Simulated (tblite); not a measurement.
Parent: `[F:1][C:2]([F:3])=[C:4]([F:5])[CH2:6][SiH3:7]` with C2–C4–C6–Si7 108°, C3H5F3Si.

Computed geometry: GFN2-xTB, gas phase. One conformer each, not checked by frequencies here.

```
coordinate of the parent    value
                   F1–C2  1.335 Å
                   C2–F3  1.329 Å
                   C2=C4  1.327 Å
                   C4–F5  1.351 Å
                   C4–C6  1.477 Å
                  C6–Si7  1.926 Å
                F1–C2–F3   110.7°
                F1–C2–C4   122.7°
                F3–C2–C4   126.6°
                C2–C4–F5   118.0°
                C2–C4–C6   126.5°
                F5–C4–C6   115.5°
               C4–C6–Si7   110.9°
```

Problem. How does the shared frame change in `[F:1][C:2]([F:3])=[C:4]([F:5])[CH2:6][SiH2:7][S:8][SiH3:9]` with C2–C4–C6–Si7 107°, C4–C6–Si7–S8 180°, C6–Si7–S8–Si9 179°, C3H7F3SSi2? Atoms pair as F1 = F1, C2 = C2, F3 = F3, C4 = C4, F5 = F5, C6 = C6, Si7 = Si7 (parent first).

Solution. 
```json
{"parent": "F1–C2", "relative": "F1–C2", "value in the relative": "1.333 Å", "change": "-0.002"}
{"parent": "C2–F3", "relative": "C2–F3", "value in the relative": "1.329 Å", "change": "0.000"}
{"parent": "C2=C4", "relative": "C2=C4", "value in the relative": "1.327 Å", "change": "0.000"}
{"parent": "C4–F5", "relative": "C4–F5", "value in the relative": "1.351 Å", "change": "0.000"}
{"parent": "C4–C6", "relative": "C4–C6", "value in the relative": "1.475 Å", "change": "-0.002"}
{"parent": "C6–Si7", "relative": "C6–Si7", "value in the relative": "1.912 Å", "change": "-0.014"}
{"parent": "F1–C2–F3", "relative": "F1–C2–F3", "value in the relative": "110.7°", "change": "0.0"}
{"parent": "F1–C2–C4", "relative": "F1–C2–C4", "value in the relative": "122.8°", "change": "+0.1"}
{"parent": "F3–C2–C4", "relative": "F3–C2–C4", "value in the relative": "126.4°", "change": "-0.2"}
{"parent": "C2–C4–F5", "relative": "C2–C4–F5", "value in the relative": "118.0°", "change": "0.0"}
{"parent": "C2–C4–C6", "relative": "C2–C4–C6", "value in the relative": "126.6°", "change": "+0.1"}
{"parent": "F5–C4–C6", "relative": "F5–C4–C6", "value in the relative": "115.4°", "change": "-0.1"}
{"parent": "C4–C6–Si7", "relative": "C4–C6–Si7", "value in the relative": "109.9°", "change": "-1.0"}
```

Of the parent's bonds, C6–Si7 changes most (-0.014 Å). Bonds of the relative outside the shared frame: Si7–S8 2.137, S8–Si9 2.153 Å. Point group C1 → C1.

Problem. How does the shared frame change in `[CH3:1][C:2]#[C:3][SiH2:4][CH2:5][C:6]([F:7])=[C:8]([F:9])[F:10]` with C3–Si4–C5–C6 -61°, Si4–C5–C6–F7 -80°, C6H7F3Si? Atoms pair as F1 = F9, C2 = C8, F3 = F10, C4 = C6, F5 = F7, C6 = C5, Si7 = Si4 (parent first).

Solution. 
```json
{"parent": "F1–C2", "relative": "F9–C8", "value in the relative": "1.335 Å", "change": "0.000"}
{"parent": "C2–F3", "relative": "C8–F10", "value in the relative": "1.331 Å", "change": "+0.002"}
{"parent": "C2=C4", "relative": "C8=C6", "value in the relative": "1.327 Å", "change": "0.000"}
{"parent": "C4–F5", "relative": "C6–F7", "value in the relative": "1.351 Å", "change": "0.000"}
{"parent": "C4–C6", "relative": "C6–C5", "value in the relative": "1.474 Å", "change": "-0.003"}
{"parent": "C6–Si7", "relative": "C5–Si4", "value in the relative": "1.932 Å", "change": "+0.006"}
{"parent": "F1–C2–F3", "relative": "F9–C8–F10", "value in the relative": "110.5°", "change": "-0.2"}
{"parent": "F1–C2–C4", "relative": "F9–C8–C6", "value in the relative": "122.9°", "change": "+0.2"}
{"parent": "F3–C2–C4", "relative": "F10–C8–C6", "value in the relative": "126.6°", "change": "0.0"}
{"parent": "C2–C4–F5", "relative": "C8–C6–F7", "value in the relative": "118.0°", "change": "0.0"}
{"parent": "C2–C4–C6", "relative": "C8–C6–C5", "value in the relative": "126.3°", "change": "-0.2"}
{"parent": "F5–C4–C6", "relative": "F7–C6–C5", "value in the relative": "115.6°", "change": "+0.1"}
{"parent": "C4–C6–Si7", "relative": "C6–C5–Si4", "value in the relative": "110.1°", "change": "-0.8"}
```

Of the parent's bonds, C6–Si7 changes most (+0.006 Å). Bonds of the relative outside the shared frame: C1–C2 1.442, C2≡C3 1.206, C3–Si4 1.838 Å. Point group C1 → C1.
